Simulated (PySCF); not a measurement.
Isomers of C6H12N2.

All values: PBE0/pcSseg-1 (PySCF) at PBE0-D3(BJ)/def2-SVP geometries, gas phase, one conformer each. Dipoles and anisotropies that the point group forbids are given as zero.

**Question.** Rank by the highest IAO charge on any atom, lowest value first.
A. triethylenediamine, `C1CN2CCN1CC2`
B. `[CH3:1][CH2:2][N:3]1[CH2:4][C@H:5]([CH3:6])[CH:7]=[N:8]1` with C1–C2–N3–C4 -69°, C2–N3–C4–C5 165°, N3–C4–C5–C6 93°, C4–C5–C7–N8 18°, C2–N3–N8–C7 -157°
C. `[CH2:1]=[CH:2][N:3]1[NH:4][CH2:5][CH2:6][C@@H:7]1[CH3:8]` with C1–C2–N3–N4 17°, C2–N3–N4–C5 84°, N3–N4–C5–C6 40°, N4–C5–C6–C7 -16°, C5–C6–C7–C8 108°

**Answer.** A (+0.133 e), B (+0.153 e), C (+0.256 e).

**Question.** Rank by the highest Hirshfeld charge on any atom, highest value first.
A. triethylenediamine, `C1CN2CCN1CC2`
B. `[CH2:1]=[CH:2][N:3]1[NH:4][CH2:5][CH2:6][C@@H:7]1[CH3:8]` with C1–C2–N3–N4 17°, C2–N3–N4–C5 84°, N3–N4–C5–C6 40°, N4–C5–C6–C7 -16°, C5–C6–C7–C8 108°
C. `[CH3:1][CH2:2][CH2:3][N:4]1[CH2:5][CH2:6][CH:7]=[N:8]1` with C1–C2–C3–N4 177°, C2–C3–N4–C5 70°, C3–N4–C5–C6 160°, N4–C5–C6–C7 -23°, C5–C6–C7–N8 15°, C3–N4–N8–C7 -153°

**Answer.** B (+0.115 e), C (+0.054 e), A (+0.037 e).

**Question.** Rank by the lowest Hirshfeld charge on any atom, highest value first.
A. `[CH3:1][CH2:2][N:3]1[CH2:4][C@H:5]([CH3:6])[CH:7]=[N:8]1` with C1–C2–N3–C4 -69°, C2–N3–C4–C5 165°, N3–C4–C5–C6 93°, C4–C5–C7–N8 18°, C2–N3–N8–C7 -157°
B. `C1CN2CCN1CC2` (triethylenediamine)
C. `[CH2:1]=[CH:2][N:3]1[NH:4][CH2:5][CH2:6][C@@H:7]1[CH3:8]` with C1–C2–N3–N4 17°, C2–N3–N4–C5 84°, N3–N4–C5–C6 40°, N4–C5–C6–C7 -16°, C5–C6–C7–C8 108°

**Answer.** B (-0.113 e), A (-0.125 e), C (-0.169 e).

All values together:

```tsv
SMILES	μ (D)	HOMO (eV)	LUMO (eV)	lowest IAO charge (e)	highest IAO charge (e)	lowest Hirshfeld charge (e)	highest Hirshfeld charge (e)
C=CN1NCC[C@@H]1C	1.55	-5.52	0.89	-0.429 (C)	+0.256 (H)	-0.169 (C)	+0.115 (H)
CCCN1CCC=N1	2.07	-5.85	0.35	-0.409 (C)	+0.157 (H)	-0.116 (N)	+0.054 (H)
CCN1C[C@H](C)C=N1	2.02	-5.74	0.32	-0.430 (C)	+0.153 (H)	-0.125 (C)	+0.052 (H)
C=CCN(C)/N=C\C	1.58	-5.79	0.10	-0.448 (C)	+0.162 (H)	-0.121 (C)	+0.050 (H)
C1CN2CCN1CC2	0.00	-5.35	1.18	-0.254 (N)	+0.133 (H)	-0.113 (N)	+0.037 (H)
```

Conformers: `[CH2:1]=[CH:2][N:3]1[NH:4][CH2:5][CH2:6][C@@H:7]1[CH3:8]` with C1–C2–N3–N4 17°, C2–N3–N4–C5 84°, N3–N4–C5–C6 40°, N4–C5–C6–C7 -16°, C5–C6–C7–C8 108°; `[CH3:1][CH2:2][CH2:3][N:4]1[CH2:5][CH2:6][CH:7]=[N:8]1` with C1–C2–C3–N4 177°, C2–C3–N4–C5 70°, C3–N4–C5–C6 160°, N4–C5–C6–C7 -23°, C5–C6–C7–N8 15°, C3–N4–N8–C7 -153°; `[CH3:1][CH2:2][N:3]1[CH2:4][C@H:5]([CH3:6])[CH:7]=[N:8]1` with C1–C2–N3–C4 -69°, C2–N3–C4–C5 165°, N3–C4–C5–C6 93°, C4–C5–C7–N8 18°, C2–N3–N8–C7 -157°; `[CH2:1]=[CH:2][CH2:3][N:4]([CH3:5])/[N:6]=[CH:7]\[CH3:8]` with C1–C2–C3–N4 136°, C2–C3–N4–C5 85°, C3–N4–N6–C7 -50°.
